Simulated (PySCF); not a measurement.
C₂H₉FSi₃.

```xyz
15

F     -0.8966    -0.9464    -2.1801
C     -0.8088    -0.0740    -1.1064
C     -2.1013     0.0054    -0.2721
Si    -1.3256     0.5662     1.3974
Si     0.4696    -0.4888     0.3063
Si     2.6329     0.3901     0.1060
H     -0.5713     0.9292    -1.5093
H     -2.9116     0.5939    -0.7312
H     -2.4744    -1.0219    -0.1129
H     -1.2054     2.0474     1.5251
H     -1.9637     0.0084     2.6218
H      0.4744    -1.9594     0.5691
H      2.5317     1.8390    -0.2404
H      3.3677     0.2544     1.3984
H      3.4051    -0.3076    -0.9643
```

Geometry: B3LYP-D3(BJ)/def2-SVP. The structure was generated by enumeration; whether it is a known compound was not checked.

Method: KT2/pcSseg-1 (PySCF). Non-relativistic, no solvent.

Computed absolute GIAO shielding of each atom: isotropic value and principal components (ppm):
| atom | σ(iso) | σ11 | σ22 | σ33 | span |
|---|---|---|---|---|---|
| F1 | 321.7 | 226.3 | 338.1 | 400.6 | 174.3 |
| C2 | 92.5 | 48.6 | 73.5 | 155.3 | 106.7 |
| C3 | 153.6 | 123.9 | 153.2 | 183.6 | 59.7 |
| Si4 | 447.1 | 394.2 | 466.1 | 480.9 | 86.7 |
| Si5 | 405.5 | 329.6 | 407.2 | 479.6 | 150.1 |
| Si6 | 468.7 | 461.3 | 464.9 | 479.8 | 18.6 |
| H7 | 26.0 | 24.3 | 25.9 | 27.8 | 3.5 |
| H8 | 28.6 | 24.1 | 25.8 | 36.0 | 11.9 |
| H9 | 29.0 | 26.5 | 27.6 | 32.8 | 6.2 |
| H10 | 27.4 | 24.5 | 25.4 | 32.2 | 7.7 |
| H11 | 27.1 | 23.8 | 24.7 | 32.8 | 9.0 |
| H12 | 26.5 | 24.0 | 25.5 | 30.0 | 6.0 |
| H13 | 27.5 | 24.4 | 26.1 | 32.1 | 7.8 |
| H14 | 27.6 | 24.4 | 25.4 | 33.1 | 8.7 |
| H15 | 27.3 | 23.9 | 25.2 | 32.8 | 8.9 |
